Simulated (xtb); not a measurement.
C4H10BO2 (SMILES CCO[B]OCC), doublet, from a rough starting geometry; GFN2-xTB (xtb 6.7.1).

The xtb input:
```
$ xtb mol.xyz --gfn 2 --uhf 1 --opt vtight --json

# file mol.xyz
17

C      3.45537880     0.35839847     0.11761265
C      2.30858840    -0.57898259    -0.25974233
O      1.13024187    -0.11464850     0.15913442
B     -0.06621871    -0.10324941    -0.49530533
O     -1.07207689     0.46552751     0.20915841
C     -2.40827184     0.56621797    -0.40058147
C     -3.41381493    -0.32426742     0.60885733
H      3.28577601     1.28019027    -0.35752991
H      3.40905625     0.46004601     1.20250047
H      4.42169197    -0.02644955    -0.22161532
H      2.51934675    -1.60484052     0.22370405
H      2.35641731    -0.73754763    -1.42428180
H     -2.74015675     1.55435355    -0.31932307
H     -2.48930243     0.12775551    -1.31673646
H     -3.12749159    -1.31293986     0.54200607
H     -3.25183308     0.03726666     1.59959842
H     -4.36353133    -0.15621216     0.29159819
```

It wrote (shortened):

```
   ID    Z sym.   atoms
    1    6 C      1, 2, 6, 7
    2    8 O      3, 5
    3    5 B      4
    4    1 H      8-17

           -------------------------------------------------
          |                Calculation Setup                |
           -------------------------------------------------

           -------------------------------------------------
          |                 G F N 2 - x T B                 |
           -------------------------------------------------

          ...................................................
          :                      SETUP                      :
          :.................................................:
          :  # basis functions                  38          :
          :  # atomic orbitals                  38          :
          :  # shells                           24          :
          :  # electrons                        41          :
          :  max. iterations                   250          :
          :  Hamiltonian                  GFN2-xTB          :
          :  restarted?                      false          :
          :  GBSA solvation                  false          :
          :  PC potential                    false          :
          :  electronic temp.          300.0000000     K    :
          :  accuracy                    1.0000000          :
          :  -> integral cutoff          0.2500000E+02      :
          :  -> integral neglect         0.1000000E-07      :
          :  -> SCF convergence          0.1000000E-05 Eh   :
          :  -> wf. convergence          0.1000000E-03 e    :
          :  Broyden damping             0.4000000          :
          :  net charge                          0          :
          :  unpaired electrons                  1          :
          ...................................................

 iter      E             dE          RMSdq      gap      omega  full diag
   1    -23.1541284 -0.231541E+02  0.564E+00    2.58       0.0  T
   2    -23.2419358 -0.878074E-01  0.311E+00    2.86       1.0  T
   3    -23.2447035 -0.276773E-02  0.108E+00    3.17       1.0  T
   4    -23.2457711 -0.106762E-02  0.245E-01    3.40       1.0  T
   5    -23.2465138 -0.742696E-03  0.139E-01    3.38       1.0  T
   6    -23.2465420 -0.281975E-04  0.477E-02    3.38       1.0  T
   7    -23.2465500 -0.798832E-05  0.125E-02    3.37       1.9  T
   8    -23.2465501 -0.780497E-07  0.631E-03    3.37       3.8  T
   9    -23.2465503 -0.205010E-06  0.141E-03    3.37      17.2  T
  10    -23.2465503 -0.525476E-08  0.483E-04    3.37      50.3  T
  11    -23.2465503 -0.432969E-10  0.148E-04    3.37     163.8  T

   *** convergence criteria satisfied after 11 iterations ***

         :::::::::::::::::::::::::::::::::::::::::::::::::::::
         ::                     SUMMARY                     ::
         :::::::::::::::::::::::::::::::::::::::::::::::::::::
         :: total energy             -22.980015704936 Eh    ::
         :: gradient norm              0.196211197418 Eh/a0 ::
         :: HOMO-LUMO gap              3.372245959557 eV    ::
         ::.................................................::
         :: SCC energy               -23.246582039798 Eh    ::
         :: -> isotropic ES            0.053926945927 Eh    ::
         :: -> anisotropic ES          0.003133360351 Eh    ::
         :: -> anisotropic XC          0.005336413142 Eh    ::
         :: -> dispersion             -0.008182381567 Eh    ::
         :: repulsion energy           0.266566334862 Eh    ::
         :: add. restraining           0.000000000000 Eh    ::
         :: total charge               0.000000000000 e     ::
         :::::::::::::::::::::::::::::::::::::::::::::::::::::

      -----------------------------------------------------------
     |                   =====================                   |
     |                        A N C O P T                        |
     |                   =====================                   |
     |               Approximate Normal Coordinate               |
     |                Rational Function Optimizer                |
      -----------------------------------------------------------
      -----------------------------------------------------------
     |                   =====================                   |
     |                        A N C O P T                        |
     |                   =====================                   |
     |               Approximate Normal Coordinate               |
     |                Rational Function Optimizer                |
      -----------------------------------------------------------

          ...................................................
          :                      SETUP                      :
          :.................................................:
          :   optimization level         verytight          :
          :   max. optcycles                   340          :
          :   ANC micro-cycles                  20          :
          :   degrees of freedom                45          :
          :.................................................:
          :   RF solver                   davidson          :
          :   write xtbopt.log                true          :
          :   linear?                        false          :
          :   energy convergence         0.1000000E-06 Eh   :
          :   grad. convergence          0.2000000E-03 Eh/α :
          :   maxmium RF displ.          1.0000000          :
          :   Hlow (freq-cutoff)         0.1000000E-01      :
          :   Hmax (freq-cutoff)         5.0000000          :
          :   S6 in model hess.         20.0000000          :
          ...................................................

generating ANC from exact Hessian ...
Using Lindh-Hessian (1995)
 Shifting diagonal of input Hessian by    8.8803591562955069E-003
 Lowest  eigenvalues of input Hessian
[...]
 * total energy  :   -23.0130358 Eh     change       -0.1073200E-06 Eh
 * total energy  :   -23.0130359 Eh     change       -0.1041172E-06 Eh
 * total energy  :   -23.0130360 Eh     change       -0.1021297E-06 Eh
 * total energy  :   -23.0130361 Eh     change       -0.1010444E-06 Eh
 * total energy  :   -23.0130362 Eh     change       -0.1011344E-06 Eh
 * total energy  :   -23.0130363 Eh     change       -0.1017470E-06 Eh
 * total energy  :   -23.0130364 Eh     change       -0.1025820E-06 Eh
 * total energy  :   -23.0130365 Eh     change       -0.1031040E-06 Eh
 * total energy  :   -23.0130366 Eh     change       -0.1029571E-06 Eh
 * total energy  :   -23.0130367 Eh     change       -0.1019595E-06 Eh
 * total energy  :   -23.0130368 Eh     change       -0.1001368E-06 Eh
 * total energy  :   -23.0130369 Eh     change       -0.9771906E-07 Eh
   *** GEOMETRY OPTIMIZATION CONVERGED AFTER 146 ITERATIONS ***
         :: total energy             -23.013036879364 Eh    ::
[...]
          |                Property Printout                |
           -------------------------------------------------

    * Orbital Energies and Occupations

         #    Occupation            Energy/Eh            Energy/eV
      -------------------------------------------------------------
         1        2.0000           -0.6786654             -18.4674
       ...           ...                  ...                  ...
         9        2.0000           -0.5368633             -14.6088
        10        2.0000           -0.5256349             -14.3033
        11        2.0000           -0.5098245             -13.8730
        12        2.0000           -0.5083436             -13.8327
        13        2.0000           -0.4761168             -12.9558
        14        2.0000           -0.4750903             -12.9279
        15        2.0000           -0.4680087             -12.7352
        16        2.0000           -0.4619862             -12.5713
        17        2.0000           -0.4417900             -12.0217
        18        2.0000           -0.4347663             -11.8306
        19        2.0000           -0.4259132             -11.5897
        20        2.0000           -0.4056064             -11.0371
        21        1.0000           -0.2541732              -6.9164 (HOMO)
        22                         -0.1350230              -3.6742 (LUMO)
        23                          0.0305336               0.8309
        24                          0.1061965               2.8898
        25                          0.1205364               3.2800
        26                          0.1213876               3.3031
        27                          0.1486892               4.0460
        28                          0.1525747               4.1518
        29                          0.1567461               4.2653
        30                          0.1679407               4.5699
        31                          0.1784367               4.8555
        32                          0.1844613               5.0194
       ...                                ...                  ...
        38                          0.5684024              15.4670
      -------------------------------------------------------------
                  HL-Gap            0.1191502 Eh            3.2422 eV
             Fermi-level           -0.2622439 Eh           -7.1360 eV

     #   Z          covCN         q      C6AA      α(0)
     1   6 C        3.750    -0.119    22.844     6.816
     2   6 C        3.684     0.082    19.417     6.309
     3   8 O        1.638    -0.334    19.623     5.979
     4   5 B        1.597     0.319    36.076    12.658
     5   8 O        1.638    -0.334    19.623     5.979
     6   6 C        3.684     0.082    19.417     6.309
     7   6 C        3.750    -0.119    22.844     6.816
     8   1 H        0.925     0.045     2.383     2.414
     9   1 H        0.925     0.052     2.293     2.368
    10   1 H        0.925     0.045     2.383     2.414
    11   1 H        0.924     0.045     2.384     2.415
    12   1 H        0.923     0.025     2.664     2.552
    13   1 H        0.924     0.045     2.384     2.415
    14   1 H        0.923     0.025     2.664     2.552
    15   1 H        0.925     0.045     2.383     2.414
    16   1 H        0.925     0.052     2.293     2.368
    17   1 H        0.925     0.045     2.383     2.414

 Mol. C6AA /au·bohr⁶  :       2349.685428
 Mol. C8AA /au·bohr⁸  :      52364.919553
 Mol. α(0) /au        :         75.194566

Wiberg/Mayer (AO) data.
largest (>0.10) Wiberg bond orders for each atom

 ---------------------------------------------------------------------------
     #   Z sym  total        # sym  WBO       # sym  WBO       # sym  WBO
 ---------------------------------------------------------------------------
     1   6 C    3.995 --     2 C    1.008     9 H    0.987    10 H    0.986
                             8 H    0.985
     2   6 C    3.952 --     1 C    1.008     3 O    0.978    11 H    0.971
                            12 H    0.970
     3   8 O    2.304 --     4 B    1.219     2 C    0.978
     4   5 B    2.526 --     3 O    1.219     5 O    1.219
     5   8 O    2.304 --     4 B    1.219     6 C    0.978
     6   6 C    3.952 --     7 C    1.008     5 O    0.978    13 H    0.971
                            14 H    0.970
     7   6 C    3.995 --     6 C    1.008    16 H    0.987    17 H    0.986
                            15 H    0.985
     8   1 H    0.998 --     1 C    0.985
     9   1 H    0.997 --     1 C    0.987
    10   1 H    0.998 --     1 C    0.986
    11   1 H    0.998 --     2 C    0.971
    12   1 H    0.999 --     2 C    0.970
    13   1 H    0.998 --     6 C    0.971
    14   1 H    0.999 --     6 C    0.970
    15   1 H    0.998 --     7 C    0.985
    16   1 H    0.997 --     7 C    0.987
    17   1 H    0.998 --     7 C    0.986
 ---------------------------------------------------------------------------

Topologies differ in total number of bonds
Writing topology from bond orders to xtbtopo.mol

molecular dipole:
                 x           y           z       tot (Debye)
 q only:       -0.038      -0.215      -0.798
   full:       -0.029      -0.166      -0.618       1.629
molecular quadrupole (traceless):
                xx          xy          yy          xz          yz          zz
 q only:        6.510      -1.051      -1.938      -0.247      -0.689      -4.571
  q+dip:        4.962      -1.257      -1.272      -0.076      -0.620      -3.691
   full:        5.770      -1.212      -1.038      -0.182      -0.993      -4.732

optimized geometry written to: xtbopt.xyz

           -------------------------------------------------
          | TOTAL ENERGY              -23.013036879364 Eh   |
          | GRADIENT NORM               0.000023343880 Eh/α |
          | HOMO-LUMO GAP               3.242241756436 eV   |
           -------------------------------------------------

normal termination of xtb
```
